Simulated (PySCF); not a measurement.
## Where the electron goes

Compound: CH9NSi2.
Cartesian coordinates in Å at the GFN2-xTB level; atoms count from 1:
```
atom  x, y, z in Å
N1    -1.7834    0.7559   -0.5157
Si2   -1.1348   -0.7998   -0.1588
C3     0.7169   -0.7201   -0.5636
Si4    1.6852    0.6881    0.2564
H5    -1.4746    1.2356   -1.3454
H6    -2.7664    0.9184   -0.3739
H7    -1.7348   -1.9124   -0.9223
H8    -1.3909   -1.0122    1.2668
H9     0.8426   -0.6521   -1.6449
H10    1.1652   -1.6700   -0.2727
H11    1.5981    0.5820    1.7143
H12    3.0974    0.5972   -0.1409
H13    1.1750    1.9900   -0.1782
```

Method used: TDDFT PBE0/def2-SVPD, vertical, gas phase, core orbitals frozen in the response (PySCF).

Frontier orbitals with the atoms that hold most of them (Löwdin shares over 4%, at most four atoms; ? is withheld):

```csv
orbital,ε (eV),atoms
LUMO+2,1.10,"Si4 47%, H11 12%, H13 12%, H12 9%"
LUMO+1,0.53,"Si2 18%, Si4 15%, C3 13%, H8 9%"
LUMO,?,"Si2 24%, Si4 16%, H5 10%, N1 9%"
HOMO,-7.37,?
HOMO-1,-8.57,?
HOMO-2,-9.12,"C3 26%, Si4 21%, H11 10%, Si2 9%"
HOMO-3,-9.41,"Si4 35%, H13 28%, H11 13%, C3 9%"
```

Problem. Which atoms hold the HOMO-1, and with what shares?

Solution. C3 (bonded to 2 Si and 2 H) 32%; Si4 (bonded to C and 3 H) 18%; Si2 (bonded to C, N and 2 H) 17%; H12 (bonded to Si) 14%. By element: silicon 35%, carbon 32%, hydrogen 14% or more.

Problem. Which atoms hold the HOMO, and with what shares?

Solution. N1 (bonded to Si and 2 H) 58%; Si2 (bonded to C, N and 2 H) 14%; H7 (bonded to Si) 10%; H6 (bonded to N) 5%. By element: nitrogen 58%, hydrogen 15% or more, silicon 14% or more.

Problem. What is the LUMO energy, and the HOMO–LUMO gap?

Solution. ε(LUMO) = 0.36 eV; the gap is 7.73 eV (0.2841 hartree).

Problem. How does S1 compare with the orbital gap of 7.73 eV?

Solution. S1 is at 6.34 eV (f = 0.011), 1.39 eV below the gap, made of HOMO→LUMO (79%), HOMO→LUMO+1 (18%). 

Problem. One configuration dominates each of S1, S2 and S6. Which, and how do the shares of the two leading atoms of either orbital change from the occupied to the empty one?

Solution. 
- S1 (6.34 eV, f 0.011), HOMO→LUMO (79%): N1 58% → 9%, Si2 14% → 24%, Si4 at most 6% → 16%
- S2 (6.77 eV, f 0.0082), HOMO→LUMO+1 (79%): N1 58% → at most 9%, Si2 14% → 18%, Si4 at most 6% → 15%
- S6 (7.79 eV, f 0.0057), HOMO-1→LUMO (78%): C3 32% → at most 10%, Si4 18% → 16%, Si2 17% → 24%

Löwdin shares depend on the basis, the more so with diffuse functions.

One conformer stands for the species.
